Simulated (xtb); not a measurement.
A run for xtb: GFN2-xTB on NH2 (SMILES [NH2+]), 2S+1 = 3, a spin state set in the input, which need not be the lowest. Charge +1.

```
$ xtb mol.xyz --gfn 2 --opt tight --chrg 1 --uhf 2
3

N     -0.00597866     0.40800553    -0.00000000
H     -0.83827724    -0.20621514    -0.00000000
H      0.84425590    -0.20179039     0.00000000
```

Output:

```
[...]
           -------------------------------------------------
          |                Calculation Setup                |
           -------------------------------------------------



           -------------------------------------------------
          |                 G F N 2 - x T B                 |
           -------------------------------------------------

        Reference                      10.1021/acs.jctc.8b01176
      * Hamiltonian:
        H0-scaling (s, p, d)           1.850000    2.230000    2.230000
        zeta-weighting                 0.500000
      * Dispersion:
        s8                             2.700000
        a1                             0.520000
        a2                             5.000000
        s9                             5.000000
      * Repulsion:
        kExp                           1.500000    1.000000
        rExp                           1.000000
      * Coulomb:
        alpha                          2.000000
        third order                    shell-resolved
        anisotropic                    true
        a3                             3.000000
        a5                             4.000000
        cn-shift                       1.200000
        cn-exp                         4.000000
        max-rad                        5.000000


          ...................................................
          :                      SETUP                      :
          :.................................................:
          :  # basis functions                   6          :
          :  # atomic orbitals                   6          :
          :  # shells                            4          :
          :  # electrons                         6          :
          :  max. iterations                   250          :
          :  Hamiltonian                  GFN2-xTB          :
          :  restarted?                      false          :
          :  GBSA solvation                  false          :
          :  PC potential                    false          :
          :  electronic temp.          300.0000000     K    :
          :  accuracy                    1.0000000          :
          :  -> integral cutoff          0.2500000E+02      :
          :  -> integral neglect         0.1000000E-07      :
          :  -> SCF convergence          0.1000000E-05 Eh   :
          :  -> wf. convergence          0.1000000E-03 e    :
          :  Broyden damping             0.4000000          :
          :  net charge                          1          :
          :  unpaired electrons                  2          :
          ...................................................

 iter      E             dE          RMSdq      gap      omega  full diag
   1     -3.1831745 -0.318317E+01  0.604E+00   13.41       0.0  T
   2     -3.1912550 -0.808051E-02  0.348E+00   14.11       1.0  T
   3     -3.1925470 -0.129196E-02  0.904E-01   14.53       1.0  T
   4     -3.1927787 -0.231720E-03  0.199E-01   14.34       1.0  T
   5     -3.1927811 -0.237450E-05  0.109E-01   14.36       1.0  T
   6     -3.1927856 -0.453500E-05  0.529E-02   14.36       1.1  T
   7     -3.1927864 -0.762883E-06  0.731E-03   14.36       7.9  T
   8     -3.1927864 -0.174965E-07  0.256E-03   14.36      22.6  T
   9     -3.1927864 -0.194492E-08  0.107E-04   14.36     539.6  T
  10     -3.1927864  0.265254E-11  0.590E-05   14.36     978.6  T

   *** convergence criteria satisfied after 10 iterations ***

         #    Occupation            Energy/Eh            Energy/eV
      -------------------------------------------------------------
         1        2.0000           -0.9885076             -26.8987
         2        1.9995           -0.8794040             -23.9298
         3        1.0005           -0.8649687             -23.5370
         4        1.0000           -0.8359317             -22.7469 (HOMO)
         5                         -0.3081993              -8.3865 (LUMO)
         6                         -0.2037321              -5.5438
      -------------------------------------------------------------
                  HL-Gap            0.5277324 Eh           14.3603 eV
             Fermi-level           -0.7221259 Eh          -19.6500 eV

 transition dipole moment (au) for excitation:           3           4
     X       Y       Z
   0.0000   0.0000  -0.1861  total (au/Debye):    0.186   0.473
 dE (eV)             :    0.790
 oscillator strength :  0.94843E-03

 SCC (total)                   0 d,  0 h,  0 min,  0.002 sec
 SCC setup                      ...        0 min,  0.000 sec (  5.341%)
 Dispersion                     ...        0 min,  0.000 sec (  1.468%)
 classical contributions        ...        0 min,  0.000 sec (  1.049%)
 integral evaluation            ...        0 min,  0.000 sec (  6.198%)
 iterations                     ...        0 min,  0.001 sec ( 56.877%)
 molecular gradient             ...        0 min,  0.000 sec (  8.884%)
 printout                     
[...]
---------------
          |                Final Singlepoint                |
           -------------------------------------------------

          ...................................................
          :                      SETUP                      :
          :.................................................:
          :  # basis functions                   6          :
          :  # atomic orbitals                   6          :
          :  # shells                            4          :
          :  # electrons                         6          :
          :  max. iterations                   250          :
          :  Hamiltonian                  GFN2-xTB          :
          :  restarted?                      false          :
          :  GBSA solvation                  false          :
          :  PC potential                    false          :
          :  electronic temp.          300.0000000     K    :
          :  accuracy                    1.0000000          :
          :  -> integral cutoff          0.2500000E+02      :
          :  -> integral neglect         0.1000000E-07      :
          :  -> SCF convergence          0.1000000E-05 Eh   :
          :  -> wf. convergence          0.1000000E-03 e    :
          :  Broyden damping             0.4000000          :
          :  net charge                          1          :
          :  unpaired electrons                  2          :
          ...................................................

 iter      E             dE          RMSdq      gap      omega  full diag
   1     -3.2133351 -0.321334E+01  0.121E-06   11.14       0.0  T
   2     -3.2133351  0.000000E+00  0.673E-07   11.14   85769.5  T
   3     -3.2133351 -0.177636E-14  0.105E-07   11.14  100000.0  T

   *** convergence criteria satisfied after 3 iterations ***

         #    Occupation            Energy/Eh            Energy/eV
      -------------------------------------------------------------
         1        2.0000           -0.9690445             -26.3690
         2        2.0000           -0.8864956             -24.1228
         3        1.0000           -0.8220763             -22.3698
         4        1.0000           -0.8220763             -22.3698 (HOMO)
         5                         -0.4127617             -11.2318 (LUMO)
         6                         -0.0180083              -0.4900
      -------------------------------------------------------------
                  HL-Gap            0.4093145 Eh           11.1380 eV
             Fermi-level           -0.7360015 Eh          -20.0276 eV

 transition dipole moment (au) for excitation:           3           4
     X       Y       Z
   0.0000  -0.0000   0.0000  total (au/Debye):    0.000   0.000
 dE (eV)             :    0.000
 oscillator strength :  0.25371E-19

 SCC (total)                   0 d,  0 h,  0 min,  0.000 sec
 SCC setup                      ...        0 min,  0.000 sec (  9.186%)
 Dispersion                     ...        0 min,  0.000 sec (  1.480%)
 classical contributions        ...        0 min,  0.000 sec (  0.706%)
 integral evaluation            ...        0 min,  0.000 sec ( 11.993%)
 iterations                     ...        0 min,  0.000 sec ( 23.978%)
 molecular gradient             ...        0 min,  0.000 sec ( 23.223%)
 printout                       ...        0 min,  0.000 sec ( 27.298%)

         :::::::::::::::::::::::::::::::::::::::::::::::::::::
         ::                     SUMMARY                     ::
         :::::::::::::::::::::::::::::::::::::::::::::::::::::
         :: total energy              -3.183285092259 Eh    ::
         :: gradient norm              0.000003660785 Eh/a0 ::
         :: HOMO-LUMO gap             11.138015230936 eV    ::
         ::.................................................::
         :: SCC energy                -3.213335094000 Eh    ::
         :: -> isotropic ES            0.166771644971 Eh    ::
         :: -> anisotropic ES         -0.034574947038 Eh    ::
         :: -> anisotropic XC          0.027702619844 Eh    ::
         :: -> dispersion             -0.000091818153 Eh    ::
         :: repulsion energy           0.030050001741 Eh    ::
         :: add. restraining           0.000000000000 Eh    ::
         :: total charge               1.000000000000 e     ::
         :::::::::::::::::::::::::::::::::::::::::::::::::::::

           -------------------------------------------------
          |                Property Printout                |
           -------------------------------------------------

    * Orbital Energies and Occupations

         #    Occupation            Energy/Eh            Energy/eV
      -------------------------------------------------------------
         1        2.0000           -0.9690445             -26.3690
         2        2.0000           -0.8864956             -24.1228
         3        1.0000           -0.8220763             -22.3698
         4        1.0000           -0.8220763             -22.3698 (HOMO)
         5                         -0.4127617             -11.2318 (LUMO)
         6                         -0.0180083              -0.4900
      -------------------------------------------------------------
                  HL-Gap            0.4093145 Eh           11.1380 eV
             Fermi-level           -0.7360015 Eh          -20.0276 eV

     #   Z          covCN         q      C6AA      α(0)
     1   7 N        1.717     0.157    19.136     6.470
     2   1 H        0.858     0.422     0.442     1.041
     3   1 H        0.858     0.422     0.442     1.041

 Mol. C6AA /au·bohr⁶  :         32.462283
 Mol. C8AA /au·bohr⁸  :        632.280531
 Mol. α(0) /au        :          8.552530


Wiberg/Mayer (AO) data.
largest (>0.10) Wiberg bond orders for each atom

 ---------------------------------------------------------------------------
     #   Z sym  total        # sym  WBO       # sym  WBO       # sym  WBO
 ---------------------------------------------------------------------------
     1   7 N    1.608 --     3 H    0.804     2 H    0.804
     2   1 H    0.822 --     1 N    0.804
     3   1 H    0.822 --     1 N    0.804
 ---------------------------------------------------------------------------

Topologies differ in total number of bonds
Writing topology from bond orders to xtbtopo.mol

molecular dipole:
                 x           y           z       tot (Debye)
 q only:       -0.000       0.000       0.000
   full:       -0.000       0.000       0.000       0.000
molecular quadrupole (traceless):
                xx          xy          yy          xz          yz          zz
 q only:        3.231       0.013      -1.616      -0.000      -0.000      -1.616
  q+dip:        4.637       0.018      -2.318       0.000       0.000      -2.318
   full:        3.705       0.015      -1.853       0.000      -0.000      -1.853

           -------------------------------------------------
          |                Geometry Summary                 |
           -------------------------------------------------

      molecular mass/u    :       16.0225847
   center of mass at/Å    :        0.0000013      -0.0000223      -0.0000000
  moments of inertia/u·Å² :        0.2989872E-08   0.2162740E+01   0.2162740E+01
rotational constants/cm⁻¹ :        0.5638245E+10   0.7794571E+01   0.7794571E+01


optimized geometry written to: xtbopt.xyz


           -------------------------------------------------
          | TOTAL ENERGY               -3.183285092259 Eh   |
          | GRADIENT NORM               0.000003660785 Eh/α |
          | HOMO-LUMO GAP              11.138015230936 eV   |
           -------------------------------------------------

------------------------------------------------------------------------
Note: The following floating-point exceptions are signalling: IEEE_DENORMAL
normal termination of xtb
------------------------------------------------------------------------
 total:
 SCF:
 ANC optimizer:
```

The run finished.

Cost: about 0.05 core-seconds (a rough figure).
